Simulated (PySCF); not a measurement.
## Excitation energy of Se⁺ by level of theory

Se⁺ [Ar] 3d10 4s2 4p3 (4S) → Se⁺ [Ar] 3d10 4s2 4p2 5s1 (4P), as a difference of total energies. All numbers are calculated (PySCF 2.14, the non-relativistic Hamiltonian (point nucleus), in dyall-av2z (16s12p8d, 92 functions)). Correlated levels: valence: [Ar] 3d10 frozen; virtual orbitals above 40 to 60 times the deepest correlated orbital energy dropped. The calculations carry no spin-orbit coupling.

```tsv
method	excitation energy (eV)
UHF	11.958
MP2 (valence)	12.024
SCS-MP2 (valence)	11.976
CCSD (valence)	11.946
CCSD(T) (valence)	11.936
```

Task: How much does correlation contribute at CCSD(T) (valence)?

Result: 11.936 − (11.958) = -0.022 eV, measured against UHF.

These non-relativistic numbers lack the scalar-relativistic shift.

Errors of the correlated levels include the incompleteness of this basis and the frozen core.

For comparison: 12.084 eV (measured; NIST levels, between the centres of gravity of the two terms).
